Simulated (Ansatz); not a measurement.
Consider the formal exchange of groups at the Si–Si bond: `CO[SiH](N)[SiH3]` + CH₄ → `CO[SiH](C)N` + SiH₄.

Calculated with Ansatz (gas phase, PBE0-D4/def2-TZVP geometries, no zero-point term in ΔE). CCSD(T)/CBS is the MP2 limit (def2-TZVPP, def2-QZVPP) plus CCSD(T) − MP2 in def2-TZVPP, frozen cores. This one scheme is used for every species. DFT in def2-TZVPP. Each species was taken in one conformer, which may not be the lowest.

`CO[SiH](N)[SiH3]`:

Z-matrix (Å, degrees):
```
C
O 1 1.406
H 1 1.098 2 111.7
H 1 1.091 2 108.5 3 119.1
H 1 1.096 2 111.5 3 -121.5
Si 2 1.650 1 123.0 3 56.8
Si 6 2.351 2 110.6 1 -55.6
N 6 1.710 2 116.5 1 64.5
H 6 1.482 2 102.8 1 -177.5
H 7 1.489 6 112.1 2 -33.7
H 7 1.493 6 110.4 2 86.4
H 7 1.488 6 110.4 2 -154.7
H 8 1.005 6 122.5 2 -87.6
H 8 1.007 6 122.6 2 71.8
```

CH₄:

Cartesian coordinates in Å:
```
C 0.000 0.000 0.000
H -0.677 0.641 0.564
H 0.015 0.317 -1.043
H -0.343 -1.033 0.061
H 1.004 0.075 0.417
```

`CO[SiH](C)N`:

Cartesian coordinates in Å:
```
C 0.583 -1.907 0.298
O -0.618 -1.303 -0.107
Si -0.761 0.313 -0.406
C -0.408 1.309 1.129
N 0.281 0.900 -1.628
H 0.855 -1.621 1.322
H 1.415 -1.643 -0.367
H 0.453 -2.991 0.271
H -2.168 0.425 -0.858
H -1.004 0.944 1.968
H -0.648 2.363 0.972
H 0.646 1.243 1.416
H 0.225 0.606 -2.588
H 1.149 1.363 -1.423
```

SiH₄:

Z-matrix (Å, degrees):
```
Si
H 1 1.485
H 1 1.485 2 109.5
H 1 1.485 2 109.5 3 -120.0
H 1 1.485 2 109.5 3 120.0
```

```csv
level,ΔE (eV)
ωB97X-V,-0.07
B2PLYP,-0.09
MP2/def2-QZVPP,-0.13
SCS-MP2/def2-QZVPP,-0.14
```

What does CCSD(T)/CBS give? (Estimate.)

The calculation gave: -0.08 eV. The listed levels differ from it by 0.01, -0.01, -0.05, -0.06 eV.

Largest T1 diagnostic among the species: 0.012.

From PBE to PBE0 (25 % exact exchange), in def2-TZVPP and without D4, ΔE moves by −0.06 eV. In def2-TZVPP, CCSD(T) changes the Hartree–Fock value by +0.11 eV (the triples alone add +0.02 eV) and MP2 by +0.06 eV.
